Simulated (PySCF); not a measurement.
AsH5, SMILES [AsH5].

The structure is a stationary point at PBE0-D3(BJ)/def2-TZVP.

Two levels are set side by side: TDA-PBE/def2-TZVPD (PySCF) and ADC(2)/aug-cc-pVDZ (PySCF). Vertical, same geometry; the bases differ. Differences are taken from unrounded values.

| quantity | ADC(2) |
|---|---|
| lowest singlet excitation (eV) | 4.39 |

### Question
What does TDA-PBE give, and how far is it from ADC(2)? (The exact figures need the calculation; the answer reports its results.)

### Answer

```tsv
quantity	TDA-PBE	TDA-PBE minus ADC(2)
lowest singlet excitation (eV)	3.97	-0.41
```

Functionals without exact exchange tend to place singlet excitations lower, as here. Differences between two approximate levels are no errors against the true value.

Rough cost on one machine, each run with all the roots and properties that it gave: ADC(2) against TDA-PBE about 5 times.
